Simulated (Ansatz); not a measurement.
The cluster Li₅H₅⁺, relaxed as a doublet with UKS PBE0-D4/def2-TZVP in Ansatz, starting from the GFN2-xTB geometry. Force threshold 0.02 eV/Å.

In the doublet, H7 and H10 lie 0.76 Å apart (atoms count from 1), so H2 has formed as a molecule. Another isomer (doublet) lies 0.08 eV lower at PBE0-D4/def2-TZVP; other spin states weren't run for this one.

Start:

```xyz
10

Li    0.4295    0.6504    1.0634
Li   -2.0020    1.6776   -3.8938
Li    0.9535   -1.8429   -0.0664
Li    1.2625   -1.3411    2.8444
Li   -0.8107    0.5588   -1.2900
H     0.2252   -0.5464   -0.6426
H    -0.6643    1.6881    0.6956
H    -1.3756    1.0812   -2.7220
H     1.4504   -2.0511    1.4176
H     0.5315    0.1254    2.5937
```

(1) Estimate the energy that the relaxation releases and the steps that it takes.

(2) Does the start keep its bonding?

(3) Predict the relaxed structure.

## Answers

(1) 47.3 kcal/mol, in 35 steps; 42 s on 4 threads of Arm Neoverse V2 on a shared host. The force fell under the threshold at step 31, but the optimiser went on. No frequencies were taken in this run, so the end may be a saddle point.

(2) Bonds lost: Li4–H10 (atoms count from 1). Bonds formed: Li1–H6, Li1–H9 (atoms count from 1).

(3) 
```
atom   x (Å)   y (Å)   z (Å)
 Li1   0.633   0.165   1.048
 Li2  -1.508   2.206  -4.450
 Li3   0.255  -2.152   0.315
 Li4   2.789  -0.886   2.112
 Li5  -0.647   0.349  -1.837
  H6  -0.243  -0.594  -0.405
  H7  -0.896   0.282   2.306
  H8  -1.122   1.253  -3.192
  H9   1.215  -1.500   1.585
 H10  -0.476   0.877   2.516
```
Bond lengths (bridged metal pairs left out): 8 × H–Li 1.62 to 1.86 Å.
